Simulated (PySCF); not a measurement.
**J couplings in benzoic acid**

Molfile (atoms numbered from 1):
```
C7H6O2
     RDKit          3D

 15 15  0  0  0  0  0  0  0  0999 V2000
    2.5892   -1.4459   -0.0684 O   0  0  0  0  0  0  0  0  0  0  0  0
    2.0565   -0.3680   -0.1574 C   0  0  0  0  0  0  0  0  0  0  0  0
    2.7509    0.7584   -0.3722 O   0  0  0  0  0  0  0  0  0  0  0  0
    0.5933   -0.1388   -0.0430 C   0  0  0  0  0  0  0  0  0  0  0  0
   -0.2267   -1.2503    0.1776 C   0  0  0  0  0  0  0  0  0  0  0  0
   -1.6030   -1.0873    0.2903 C   0  0  0  0  0  0  0  0  0  0  0  0
   -2.1641    0.1862    0.1839 C   0  0  0  0  0  0  0  0  0  0  0  0
   -1.3487    1.2966   -0.0356 C   0  0  0  0  0  0  0  0  0  0  0  0
    0.0296    1.1374   -0.1493 C   0  0  0  0  0  0  0  0  0  0  0  0
    3.6811    0.4940   -0.4308 H   0  0  0  0  0  0  0  0  0  0  0  0
    0.2423   -2.2332    0.2561 H   0  0  0  0  0  0  0  0  0  0  0  0
   -2.2436   -1.9554    0.4619 H   0  0  0  0  0  0  0  0  0  0  0  0
   -3.2458    0.3142    0.2725 H   0  0  0  0  0  0  0  0  0  0  0  0
   -1.7908    2.2921   -0.1187 H   0  0  0  0  0  0  0  0  0  0  0  0
    0.6787    1.9973   -0.3210 H   0  0  0  0  0  0  0  0  0  0  0  0
  1  2  2  0
  2  3  1  0
  2  4  1  0
  4  5  2  0
  5  6  1  0
  6  7  2  0
  7  8  1  0
  8  9  2  0
  9  4  1  0
  3 10  1  0
  5 11  1  0
  6 12  1  0
  7 13  1  0
  8 14  1  0
  9 15  1  0
M  END
```

Indirect spin–spin couplings were computed at B3LYP/pcJ-1 (without the spin–dipole term) (PySCF 2.14.0 with density-fitted response routines) on a PBE0-D3(BJ)/def2-SVP structure, for the isolated molecule, without vibrational or relativistic corrections. Couplings are averaged over pairs made equivalent by symmetry, fast rotation or ring inversion, so a value needn't be that of the named pair in this geometry, while other rotamers aren't included; one pair stands for each set, and the list holds a selection of those of at least 0.8 Hz over up to four bonds, among pairs with at least one H atom (others weren't computed).

Isotopes: 13C, 1H, 17O. Couplings to quadrupolar nuclei such as 17O and 33S are rarely resolved in practice.

```
    pair  bonds  J (Hz)
 O3, H10      1   -77.6
 C5, H11      1   172.4
 C6, H12      1       ?
 C7, H13      1       ?
 C2, H10      2       ?
 C5, H12      2     2.1
 C6, H11      2       ?
 C6, H13      2     1.7
 C7, H12      2       ?
 O1, H10      3     1.7
 C2, H11      3     4.7
 C4, H10      3       ?
 C4, H12      3     8.0
 C5, H13      3       ?
 C5, H15      3     6.3
 C6, H14      3     8.1
 C7, H11      3     8.3
H11, H12      3     8.8
 C2, H12      4     0.9
 C4, H13      4    -1.5
 C5, H10      4     1.1
 C5, H14      4    -1.4
 C6, H15      4    -1.2
H11, H13      4     1.0
H11, H15      4       ?
H12, H14      4     1.0
```

Estimate the withheld couplings, with signs.

## Answers


- 1J(C6,H12) = 168.9 Hz (bond length 1.092 Å, sp2 carbon)
- 1J(C7,H13) = 167.0 Hz (bond length 1.093 Å, sp2 carbon)
- 2J(C2,H10) = -6.0 Hz (angle at O3 106°)
- 2J(C6,H11) = 1.6 Hz (angle at C5 122°)
- 2J(C7,H12) = 1.9 Hz (angle at C6 120°)
- 3J(C4,H10) = 7.5 Hz (dihedral angle 180°)
- 3J(C5,H13) = 8.1 Hz (dihedral angle 180°)
- 4J(H11,H15) = 1.5 Hz
